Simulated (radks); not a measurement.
The numbers below are computed, except where a source is named.
Zn18+, configuration [Ne] 3s2. Level of theory: Dirac Kohn-Sham, Slater X-alpha with alpha = 0.832, spin-unpolarised, spherical densities, point nucleus (a radial shooting solver on a logarithmic mesh with Libxc functionals). Some entries of the table are withheld. Estimate them.

| orbital | occ. | eigenvalue (eV) | <r^2> (bohr^2) |
|---|---|---|---|
| 1s1/2 | 2 | (1) | 0.003397 |
| 2s1/2 | 2 | -1855.807 | 0.05802 |
| 2p1/2 | 2 | -1727.531 | 0.04488 |
| 2p3/2 | 4 | -1702.553 | 0.04627 |
| 3s1/2 | 2 | -686.3663 | (2) |

Answer. 
(1) 1s1/2 eigenvalue (eV): -10281.60
(2) 3s1/2 <r^2> (bohr^2): 0.3556
